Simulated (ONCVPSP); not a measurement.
u(r) = r·R(r): atom against pseudo-atom (Li (Z = 3))

Columns: radius, all-electron u(r) and pseudo u(r) of the 1s shell (level -51.10 eV) of lithium in the configuration 1s2 2s1; LDA (Perdew-Zunger), scalar-relativistic, ONCV scheme, ONCVPSP 4.0.1.

```
r (bohr)  all-electron  pseudo
   0.068        0.5081  0.3017
   0.135        0.8287  0.5783
   0.202        1.0217  0.8166
   0.270        1.1264  1.0063
   0.338        1.1671  1.1363
   0.405        1.1646  1.2055
   0.473        1.1330  1.2210
   0.540        1.0833  1.1914
   0.608        1.0214  1.1281
   0.675        0.9542  1.0449
   0.742        0.8844  0.9524
   0.810        0.8133  0.8581
   0.878        0.7440  0.7697
   0.945        0.6784  0.6911
   1.013        0.6154  0.6205
   1.080        0.5573  0.5589
   1.148        0.5026  0.5029
   1.215        0.4528  0.4529
   1.283        0.4065  0.4065
   1.350        0.3649  0.3649
   1.418        0.3265  0.3265
   1.485        0.2923  0.2923
   1.553        0.2608  0.2608
   1.620        0.2330  0.2330
   1.688        0.2075  0.2075
   1.755        0.1850  0.1850
```

Task: How many radial nodes do the two functions have?

Result: The all-electron 1s function has n − l − 1 = 0; the pseudo-wave has 0.

Task: At about which radius was the pseudo-wave matched?

Result: 1.35 bohr. The columns agree to 0.0005 from 1.15 bohr on; several derivatives are matched, so the curves merge somewhat inside the radius.

Task: Where does each function peak?

Result: Outermost all-electron maximum near 0.34 bohr, pseudo maximum near 0.47 bohr (to the table’s step).

Task: Is the pseudo-wave norm-conserving?

Result: Yes: the ONCV scheme keeps the norm inside the radius equal to the all-electron one, which fixes the energy derivative of the logarithmic derivative at the level.
